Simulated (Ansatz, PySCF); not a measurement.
Process, species as SMILES: N[Si](F)(F)F -> F[Si](F)F + [NH2] (NH2) (the N-Si bond at the site shown breaks; other sites are not compared here)
Structures are relaxed separately at B3LYP-D3(BJ)/def2-TZVP in Ansatz (an electronic-structure program), one conformer each, not searched for the lowest. Frequencies are from Ansatz or PySCF.

Quantity: bond dissociation energy (enthalpy at 298 K, with B3LYP-D3(BJ) rigid-rotor harmonic-oscillator terms), in kcal/mol. Cores are frozen in the correlated levels unless marked. UHF or UKS for open shells. No spin-orbit coupling. Non-relativistic. CBS(X,Y): correlation extrapolated as X^-3; Hartree-Fock from the larger set. [CCSD(T)-MP2]/basis is that difference in the basis named.

RI-MP2/CBS(cc-pV(T+d)Z,cc-pV(Q+d)Z)+[CCSD(T)-MP2]/cc-pV(T+d)Z (Ansatz) gives 121.2 kcal/mol.

Question: Another calculation gave 112.2 kcal/mol. Which level was it?
A. B97M-V/def2-TZVPD (Ansatz)
B. BLYP/def2-TZVPD (Ansatz)
C. r2SCANh/def2-TZVPD (Ansatz)
D. wB97M-V/def2-TZVPD (Ansatz)

Answer: C, r2SCANh/def2-TZVPD (Ansatz). The others give 117.3 (B97M-V), 106.8 (BLYP), 120.4 (wB97M-V) kcal/mol.
